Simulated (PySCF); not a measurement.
SMILES [Cl][Sn]([Cl])([Br])[NH2] (PBE0/def2-SVP optimised geometry):

```
7

N     -1.383    -1.963     1.712
Sn    -0.771    -1.095     0.000
Cl     1.555    -1.095     0.000
Cl    -1.555     1.095     0.000
Br    -1.524    -2.164    -2.108
H     -1.052    -2.924     1.795
H     -2.400    -1.966     1.798
```

Level of theory: PBE0/def2-TZVP, def2 effective core potentials past Kr (PySCF).

**Question.** What are the frontier orbital energies and the dipole moment?

**Answer.** HOMO-2 -9.06 eV, HOMO-1 -8.90 eV, HOMO -8.49 eV, LUMO -2.76 eV, LUMO+1 -0.10 eV; dipole moment 2.71 D.

On the same geometry PBE/def2-TZVP, def2 effective core potentials past Kr (PySCF) gives HOMO-2 -7.69 eV, HOMO-1 -7.55 eV, HOMO -7.08 eV, LUMO -3.62 eV, LUMO+1 -0.92 eV; dipole moment 2.67 D.
